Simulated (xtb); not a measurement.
CrFO2 (SMILES [O]=[Cr+](=[O])[F]), charge +1, singlet, at a GFN2-xTB geometry (such geometries of metal compounds can be far from the true shape) (the multiplicity is a formal guess); GFN2-xTB with ALPB(dmf) in xtb.

The xtb input:
```
$ xtb mol.xyz --gfn 2 --chrg 1 --alpb dmf --json

# file mol.xyz
4

Cr     0.12142624     0.18905534     0.16459684
O      1.30090157    -0.48116846    -0.58007591
O     -0.53573390    -0.80739456     1.14954741
F     -1.00395235     0.64124176    -0.94512179
```

**Question.** Write the output that xtb gives for this input, abridged.

**Answer.** 
```
   ID    Z sym.   atoms
    1   24 Cr     1
    2    8 O      2, 3
    3    9 F      4

           -------------------------------------------------
          |                Calculation Setup                |
           -------------------------------------------------

           -------------------------------------------------
          |                 G F N 2 - x T B                 |
           -------------------------------------------------

      * Solvation model:               ALPB
        Solvent                        dmf
        Parameter file                 internal GFN2-xTB/ALPB
        Dielectric constant                3.7000E+01
        Reference state                gsolv [1 M gas/solution]
        Free energy shift                  6.0086E-03 Eh       3.7705E+00 kcal/mol
        Temperature                        2.9815E+02 K
        Density                            9.5000E-01 kg/L
        Solvent mass                       7.3100E+01 g/mol
        Interaction kernel             P16
        Born radius scaling (c1)           1.8540E+00
        Born radii integrator          GBOBC
        Born offset                        0.0000E+00 a0       0.0000E+00 AA
        H-bond correction              true
        Ion screening                  false
        Surface tension                    1.0000E-05 Eh       1.5569E+01 dyn/cm
        Grid points                               230 per atom

          ...................................................
          :                      SETUP                      :
          :.................................................:
          :  # basis functions                  22          :
          :  # atomic orbitals                  21          :
          :  # shells                            9          :
          :  # electrons                        24          :
          :  max. iterations                   250          :
          :  Hamiltonian                  GFN2-xTB          :
          :  restarted?                      false          :
          :  GBSA solvation                   true          :
          :  PC potential                    false          :
          :  electronic temp.          300.0000000     K    :
          :  accuracy                    1.0000000          :
          :  -> integral cutoff          0.2500000E+02      :
          :  -> integral neglect         0.1000000E-07      :
          :  -> SCF convergence          0.1000000E-05 Eh   :
          :  -> wf. convergence          0.1000000E-03 e    :
          :  Broyden damping             0.4000000          :
          :  net charge                          1          :
          :  unpaired electrons                  0          :
          ...................................................

 iter      E             dE          RMSdq      gap      omega  full diag
   1     -9.6274838 -0.962748E+01  0.299E+01    0.48       0.0  T
   2     -9.1813216  0.446162E+00  0.344E+01   15.79       1.0  T
   3    -11.7489526 -0.256763E+01  0.254E+01    5.38       1.0  T
   4    -12.3785974 -0.629645E+00  0.235E+01    4.33       1.0  T
   5    -11.2910220  0.108758E+01  0.239E+01    7.04       1.0  T
   6    -12.8413781 -0.155036E+01  0.175E+01    3.99       1.0  T
   7    -13.2088921 -0.367514E+00  0.159E+01    3.35       1.0  T
   8     -7.8672898  0.534160E+01  0.494E+01    1.03       1.0  T
   9    -10.2539443 -0.238665E+01  0.410E+01    0.83       1.0  T
  10    -11.0604011 -0.806457E+00  0.373E+01    0.74       1.0  T
  11    -13.5367725 -0.247637E+01  0.173E+01    0.03       1.0  T
  12    -13.3384794  0.198293E+00  0.200E+01    0.00       1.0  T
  13    -13.1590658  0.179414E+00  0.232E+01    0.03       1.0  T
  14    -13.4036445 -0.244579E+00  0.189E+01    0.01       1.0  T
  15    -14.0682231 -0.664579E+00  0.107E+01    0.23       1.0  T
  16    -13.9509326  0.117290E+00  0.117E+01    0.14       1.0  T
  17    -14.2959946 -0.345062E+00  0.888E+00    0.62       1.0  T
[...]
         :: total energy             -14.343024913162 Eh    ::
[...]

           -------------------------------------------------
          |                Property Printout                |
           -------------------------------------------------

    * Orbital Energies and Occupations

         #    Occupation            Energy/Eh            Energy/eV
      -------------------------------------------------------------
         1        2.0000           -1.0305023             -28.0414
         2        2.0000           -0.8690001             -23.6467
         3        2.0000           -0.8395336             -22.8449
         4        2.0000           -0.7271489             -19.7867
         5        2.0000           -0.7269224             -19.7806
         6        2.0000           -0.7182762             -19.5453
         7        2.0000           -0.7125872             -19.3905
         8        2.0000           -0.6945209             -18.8989
         9        2.0000           -0.6940327             -18.8856
        10        2.0000           -0.6794250             -18.4881
        11        2.0000           -0.6683141             -18.1858
        12        2.0000           -0.6534617             -17.7816 (HOMO)
        13        0.0000           -0.6283508             -17.0983 (LUMO)
        14                         -0.5639964             -15.3471
        15                         -0.5271172             -14.3436
        16                         -0.4488540             -12.2139
        17                         -0.4258415             -11.5877
        18                         -0.1645469              -4.4775
        19                          0.3156158               8.5883
        20                          0.5090257              13.8513
        21                          0.5838375              15.8870
      -------------------------------------------------------------
                  HL-Gap            0.0251109 Eh            0.6833 eV
             Fermi-level           -0.6409063 Eh          -17.4399 eV

     #   Z          covCN         q      C6AA      α(0)
     1  24 Cr       2.161     1.091   146.021    31.261
     2   8 O        0.742    -0.057    15.935     5.350
     3   8 O        0.742    -0.057    15.935     5.350
     4   9 F        0.677     0.024     9.175     3.576

 Mol. C6AA /au·bohr⁶  :        489.437801
 Mol. C8AA /au·bohr⁸  :      25210.833809
 Mol. α(0) /au        :         45.536118

Wiberg/Mayer (AO) data.
largest (>0.10) Wiberg bond orders for each atom

 ---------------------------------------------------------------------------
     #   Z sym  total        # sym  WBO       # sym  WBO       # sym  WBO
 ---------------------------------------------------------------------------
     1  24 Cr   6.241 --     2 O    2.365     3 O    2.365     4 F    1.511
     2   8 O    2.591 --     1 Cr   2.365     3 O    0.140
     3   8 O    2.591 --     1 Cr   2.365     2 O    0.140
     4   9 F    1.683 --     1 Cr   1.511
 ---------------------------------------------------------------------------

Topologies differ in total number of bonds
Writing topology from bond orders to xtbtopo.mol

molecular dipole:
                 x           y           z       tot (Debye)
 q only:        0.121       0.559       0.234
   full:        0.357       2.078       0.771       5.706
molecular quadrupole (traceless):
                xx          xy          yy          xz          yz          zz
 q only:       -0.180       0.110       0.203       0.662       0.303      -0.023
  q+dip:       -0.974       0.786       1.439       0.856       1.416      -0.465
   full:       -1.465       1.576       1.886       2.209       2.646      -0.421

           -------------------------------------------------
          | TOTAL ENERGY              -14.343024913162 Eh   |
          | GRADIENT NORM               0.001871921349 Eh/α |
          | HOMO-LUMO GAP               0.683303088279 eV   |
           -------------------------------------------------

normal termination of xtb
```
